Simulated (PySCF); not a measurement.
B$_{2}$ClH$_{4}$Si, CH$_{5}$B$_{3}$, CH$_{4}$B$_{2}$O, CH$_{3}$B$_{2}$O (calculated)

Computed with PySCF 2.14.0. Calculation on a computer-drawn molecule: the log of a Hartree-Fock and frozen-core CCSD(T) single point meant for a local Hartree-Fock minimum, with one planted fault or none, to be diagnosed. Offsets are logged minus clean, where the clean run is the same molecule without the fault. The reference is restricted for singlets and unrestricted otherwise, and also for a bond in bohr or an excited solution. Adding or removing an electron swaps singlet and doublet. The excited solution moves the top pair (singlet) or top alpha electron (doublet) to the lowest empty orbital. Highest occupied and lowest empty are orbital energies over both spins, largest force is the largest gradient component, triples share is (T) over the correlation energy, the T1 limit is 0.02 restricted and 0.045 unrestricted, electrons count all cores, a negative frequency is imaginary (commonest isotopes), and the dipole is about the centre of nuclear charge.

Common to all runs: logged SCF converged yes; logged CC converged yes; logged SCF stable within its kind yes; possible faults no fault, one electron removed, one electron added, multiplicity raised by two, geometry at a saddle point, SCF held on an excited solution, minimal basis STO-3G, one bond length entered in bohr, all coordinates scaled.

(1) 
```xyz
8
formula=B2ClH4Si meant_charge=0 meant_multiplicity=2 meant_basis=cc-pV(D+d)Z logged_electrons=44 logged_basis_functions=94 logged_spin_squared=0 logged_highest_occupied=-15.875 logged_lowest_empty=-7.0253 logged_largest_force=0.043764 logged_T1_diagnostic=0.021352 logged_D1_diagnostic=0.07972 logged_triples_share=0.030307 logged_dipole_magnitude=6.6996 logged_energy_HF=-799.81361 logged_energy_CCSD(T)=-800.25649 planted_fault=one_electron_removed HF_energy_offset_from_clean_run=181.7 CCSD(T)_energy_offset_from_clean_run=187.3
B     -1.4653    -1.7891     4.0393
B     -1.8633    -1.2423     2.4869
Si    -1.9044     0.6738     1.8916
Cl    -2.1903    -2.4956     1.2563
H     -0.3232    -1.9538     4.3727
H     -2.3226    -2.0281     4.8459
H     -2.7199     1.0140     0.7064
H     -2.0218     1.7070     2.9455
```

Units: logged_highest_occupied, logged_lowest_empty in eV; logged_largest_force in hartree/bohr; logged_dipole_magnitude in debye; logged_energy_HF, logged_energy_CCSD(T) in hartree; HF_energy_offset_from_clean_run, CCSD(T)_energy_offset_from_clean_run in kcal/mol.

Drawn bonds:
| atom | other atom | order |
| --- | --- | --- |
| 1 | 2 | 1 |
| 2 | 3 | 1 |
| 2 | 4 | 1 |
| 1 | 5 | 1 |
| 1 | 6 | 1 |
| 3 | 7 | 1 |
| 3 | 8 | 1 |

Notes: T1 above single-reference limit.

(2) 
```xyz
9
formula=CH5B3 meant_charge=0 meant_multiplicity=1 meant_basis=cc-pVDZ logged_electrons=27 logged_basis_functions=81 logged_spin_squared=0.7625 logged_highest_occupied=-1.0578 logged_lowest_empty=7.3098 logged_largest_force=0.063697 logged_T1_diagnostic=0.018116 logged_D1_diagnostic=0.069684 logged_triples_share=0.036168 logged_dipole_magnitude=3.602 logged_energy_HF=-114.76624 logged_energy_CCSD(T)=-115.22187 planted_fault=one_electron_added HF_energy_offset_from_clean_run=-4.479 CCSD(T)_energy_offset_from_clean_run=-18.02
B     -1.4223     0.3219     2.0985
B     -1.7161     0.1500     0.4548
C     -1.9699    -0.0996    -0.8885
B     -2.1491    -1.6221    -0.8326
H     -1.4201    -0.6262     2.8267
H     -1.2108     1.4081     2.5566
H     -2.0430     0.5009    -1.7799
H     -2.3915    -2.2843    -1.8044
H     -2.0448    -2.1925     0.2270
```

Units: logged_highest_occupied, logged_lowest_empty in eV; logged_largest_force in hartree/bohr; logged_dipole_magnitude in debye; logged_energy_HF, logged_energy_CCSD(T) in hartree; HF_energy_offset_from_clean_run, CCSD(T)_energy_offset_from_clean_run in kcal/mol.

Drawn bonds:
| atom | other atom | order |
| --- | --- | --- |
| 1 | 2 | 1 |
| 2 | 3 | 2 |
| 3 | 4 | 1 |
| 1 | 5 | 1 |
| 1 | 6 | 1 |
| 3 | 7 | 1 |
| 4 | 8 | 1 |
| 4 | 9 | 1 |

(3) 
```xyz
8
formula=CH4B2O meant_charge=0 meant_multiplicity=1 meant_basis=cc-pVDZ logged_electrons=28 logged_basis_functions=76 logged_spin_squared=0 logged_highest_occupied=-8.1122 logged_lowest_empty=1.6451 logged_largest_force=2.965e-05 logged_lowest_frequency=155.99 logged_T1_diagnostic=0.019225 logged_D1_diagnostic=0.066286 logged_triples_share=0.032254 logged_dipole_magnitude=2.5188 logged_energy_HF=-164.33448 logged_energy_CCSD(T)=-164.86333 planted_fault=no_fault HF_energy_offset_from_clean_run=0 CCSD(T)_energy_offset_from_clean_run=0
B     -2.1186     0.8286    -2.0087
B     -0.5337     0.6053    -1.6998
C      0.8122     0.4608    -1.2911
O      1.8558     0.0159    -2.0214
H     -2.8486     1.2492    -1.1530
H     -2.5862     0.5804    -3.0854
H      1.0281     0.7443    -0.2608
H      2.6443     0.0207    -1.5027
```

Units: logged_highest_occupied, logged_lowest_empty in eV; logged_largest_force in hartree/bohr; logged_lowest_frequency in cm⁻¹; logged_dipole_magnitude in debye; logged_energy_HF, logged_energy_CCSD(T) in hartree; HF_energy_offset_from_clean_run, CCSD(T)_energy_offset_from_clean_run in kcal/mol.

Drawn bonds:
| atom | other atom | order |
| --- | --- | --- |
| 1 | 2 | 1 |
| 2 | 3 | 2 |
| 3 | 4 | 1 |
| 1 | 5 | 1 |
| 1 | 6 | 1 |
| 3 | 7 | 1 |
| 4 | 8 | 1 |

(4) 
```xyz
8
formula=CH4B2O meant_charge=0 meant_multiplicity=1 meant_basis=cc-pVDZ logged_electrons=27 logged_basis_functions=76 logged_spin_squared=0.7574 logged_highest_occupied=-16.802 logged_lowest_empty=-6.2041 logged_largest_force=0.10219 logged_T1_diagnostic=0.023585 logged_D1_diagnostic=0.11282 logged_triples_share=0.028212 logged_dipole_magnitude=2.3014 logged_energy_HF=-164.07585 logged_energy_CCSD(T)=-164.5647 planted_fault=one_electron_removed HF_energy_offset_from_clean_run=162.3 CCSD(T)_energy_offset_from_clean_run=187.4
B     -2.1186     0.8286    -2.0087
B     -0.5337     0.6053    -1.6998
C      0.8122     0.4608    -1.2911
O      1.8558     0.0159    -2.0214
H     -2.8486     1.2492    -1.1530
H     -2.5862     0.5804    -3.0854
H      1.0281     0.7443    -0.2608
H      2.6443     0.0207    -1.5027
```

Units: logged_highest_occupied, logged_lowest_empty in eV; logged_largest_force in hartree/bohr; logged_dipole_magnitude in debye; logged_energy_HF, logged_energy_CCSD(T) in hartree; HF_energy_offset_from_clean_run, CCSD(T)_energy_offset_from_clean_run in kcal/mol.

Drawn bonds:
| atom | other atom | order |
| --- | --- | --- |
| 1 | 2 | 1 |
| 2 | 3 | 2 |
| 3 | 4 | 1 |
| 1 | 5 | 1 |
| 1 | 6 | 1 |
| 3 | 7 | 1 |
| 4 | 8 | 1 |

(5) 
```xyz
7
formula=CH3B2O meant_charge=-1 meant_multiplicity=1 meant_basis=aug-cc-pVDZ logged_electrons=28 logged_basis_functions=23 logged_spin_squared=0 logged_highest_occupied=2.8148 logged_lowest_empty=13.601 logged_largest_force=0.056493 logged_T1_diagnostic=0.026856 logged_D1_diagnostic=0.10523 logged_triples_share=0.036944 logged_dipole_magnitude=3.1528 logged_energy_HF=-161.46279 logged_energy_CCSD(T)=-161.71077 planted_fault=minimal_basis_STO-3G HF_energy_offset_from_clean_run=1463 CCSD(T)_energy_offset_from_clean_run=1663
B      0.8864    -0.6081     0.5178
B      1.4518    -0.0922    -0.8523
C      1.9884     0.5974    -2.0836
O      2.3501     0.1953    -3.1843
H      0.6682    -1.7805     0.7433
H      0.6439     0.1728     1.4173
H      2.0463     1.7007    -1.8951
```

Units: logged_highest_occupied, logged_lowest_empty in eV; logged_largest_force in hartree/bohr; logged_dipole_magnitude in debye; logged_energy_HF, logged_energy_CCSD(T) in hartree; HF_energy_offset_from_clean_run, CCSD(T)_energy_offset_from_clean_run in kcal/mol.

Drawn bonds:
| atom | other atom | order |
| --- | --- | --- |
| 1 | 2 | 1 |
| 2 | 3 | 2 |
| 3 | 4 | 1 |
| 1 | 5 | 1 |
| 1 | 6 | 1 |
| 3 | 7 | 1 |

Notes: T1 above single-reference limit; highest electron not bound in this basis.
